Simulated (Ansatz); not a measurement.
`F[SiH2]N[SiH](F)F`. Charge 0, multiplicity 1.

Cartesian coordinates in Å:
```
F 1.255 -1.952 1.146
Si 0.308 -0.683 1.362
N 0.451 0.430 0.059
Si -0.462 0.556 -1.368
F -1.492 1.760 -1.305
F -1.318 -0.770 -1.498
H -1.081 -1.173 1.431
H 0.772 -0.021 2.600
H 1.209 1.094 0.144
H 0.358 0.760 -2.571
```

(1) Give the diagnostics of a CCSD(T)/def2-TZVPP run (frozen core, the Gaussian-basis code of Ansatz). (Estimate.)

Answers

(1) The calculation gave: T1 = 0.0116, largest single amplitude 0.013, largest double 0.018, (T) share of the correlation energy 3.0 %, 9 CCSD cycles. The RHF solution is stable towards an unrestricted one. T1 lies under the customary mark of 0.02 for closed shells.
